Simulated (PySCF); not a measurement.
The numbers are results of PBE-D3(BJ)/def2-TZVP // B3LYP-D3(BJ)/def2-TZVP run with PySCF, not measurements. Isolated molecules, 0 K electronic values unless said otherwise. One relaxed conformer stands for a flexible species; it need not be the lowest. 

Reference species (SMILES): `CC[SiH]=[SiH2]` (C–C–Si–Si torsion 20°) (neutral, multiplicity 1).

| Quantity | Result |
|---|---|
| HOMO | -4.98 eV |
| LUMO | -2.46 eV |

Changed species: `C1[SiH]([SiH3])C1`.

### Question
Predict the effect on the HOMO and LUMO.

### Answer
the HOMO drops by 0.81 eV, to -5.79 eV; the LUMO increases by 1.46 eV, to -1.00 eV.
